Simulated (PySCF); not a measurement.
## Telling isomers of C$_{6}$H$_{6}$N$_{2}$Si apart by NMR

[PySCF 2.14.0 with density-fitted response routines: GFN2-xTB geometry; NMR shieldings at PBE0/pcSseg-1/GIAO; a single conformation; non-relativistic; no solvent model; fast rotation and ring inversion assumed for equivalent nuclei]

Scale: ¹H, ¹³C vs TMS (reference shieldings calculated alike). Where no couplings were computed, multiplicities follow the n + 1 count of equivalent neighbours, and m marks all less simple cases (inequivalent or close neighbours, rings, F or P nearby). Shifts are as computed. Against solution values, carbons near 30 ppm lie about +3 ppm off and those near 130 ppm about +5 ppm. Of 1309 compounds with measured shifts, 239 miss one by over three times the rms of a fit or turn the order of signals round; such compounds aren't used in these exercises.

(1) Tabulate the signals of `C#Cc1cnncc1[SiH3]`, `C=CC#C[Si@@H](C#N)N=C`, `C[C@@H](C#N)[SiH2]C#CC#N`, `CC#CC([SiH3])(C#N)C#N`, `C=C/C(C#N)=C\[SiH2]C#N` and their relative energies.

(2) What is the quickest way to tell C#Cc1cnncc1[SiH3] from C=CC#C[Si@@H](C#N)N=C?

(3) What is the quickest way to tell C[C@@H](C#N)[SiH2]C#CC#N from C=C/C(C#N)=C\[SiH2]C#N?

(4) What is the quickest way to tell C#Cc1cnncc1[SiH3] from C[C@@H](C#N)[SiH2]C#CC#N?

Results:

(1) 
```json
{"SMILES": "C#Cc1cnncc1[SiH3]", "carbon types": "3×C 3×CH", "δC": "159.2, 156.8, 136.0, 131.4, 100.6, 85.2", "δH": "9.72 (s, 1H), 9.60 (s, 1H), 4.54 (s, 3H), 3.49 (s, 1H)", "E rel. (kcal/mol)": "30.6"}
{"SMILES": "C=CC#C[Si@@H](C#N)N=C", "carbon types": "3×C 1×CH 2×CH2", "δC": "177.2, 143.5, 123.5, 122.8, 114.9, 93.4", "δH": "8.81 (m, 1H), 8.80 (m, 1H), 6.45 (m, 1H), 6.20 (m, 1H), 6.10 (m, 1H), 5.54 (s, 1H)", "E rel. (kcal/mol)": "14.6"}
{"SMILES": "C[C@@H](C#N)[SiH2]C#CC#N", "carbon types": "4×C 1×CH 1×CH3", "δC": "124.5, 110.9, 90.6, 89.3, 16.6, 9.0", "δH": "4.68 (m, 1H), 4.45 (m, 1H), 2.04 (m, 1H), 1.60 (d, 3H)", "E rel. (kcal/mol)": "11.8"}
{"SMILES": "CC#CC([SiH3])(C#N)C#N", "carbon types": "5×C 1×CH3", "δC": "117.5, 93.4, 71.9, 6.2, 4.7", "δH": "4.40 (s, 3H), 2.17 (s, 3H)", "E rel. (kcal/mol)": "33.4"}
{"SMILES": "C=C/C(C#N)=C\\[SiH2]C#N", "carbon types": "3×C 2×CH 1×CH2", "δC": "142.4, 139.9, 137.6, 136.4, 122.2, 121.3", "δH": "7.03 (m, 1H), 6.60 (t, 1H), 6.58 (m, 1H), 6.33 (m, 1H), 4.75 (d, 2H)", "E rel. (kcal/mol)": "0.0"}
```

Energies are electronic energies at PBE0/pcSseg-1 on these geometries, without zero-point or thermal terms, each for the one conformer computed, which needn't be the lowest.

(2) Both give the same number of carbon signals, but DEPT or the intensities differ. The first has an aromatic CH next to a ring nitrogen at 159.2 ppm, the second a C=N carbon (CH2) at 177.2 ppm. In the proton spectra the most deshielded non-exchanging signals are 9.72 (s, 1H) and 8.81 (m, 1H).

(3) Both give the same number of carbon signals, but DEPT or the intensities differ. The first has a methyl carbon (CH3) at 16.6 ppm, the second an alkene CH at 139.9 ppm. Their most deshielded carbons lie at 124.5 and 142.4 ppm. In the proton spectra the most deshielded non-exchanging signals are 4.68 (m, 1H) and 7.03 (m, 1H).

(4) Both give the same number of carbon signals, but DEPT or the intensities differ. The first has an aromatic CH next to a ring nitrogen at 159.2 ppm, the second a methyl carbon (CH3) at 16.6 ppm. Their most deshielded carbons lie at 159.2 and 124.5 ppm. In the proton spectra the most deshielded non-exchanging signals are 9.72 (s, 1H) and 4.68 (m, 1H).
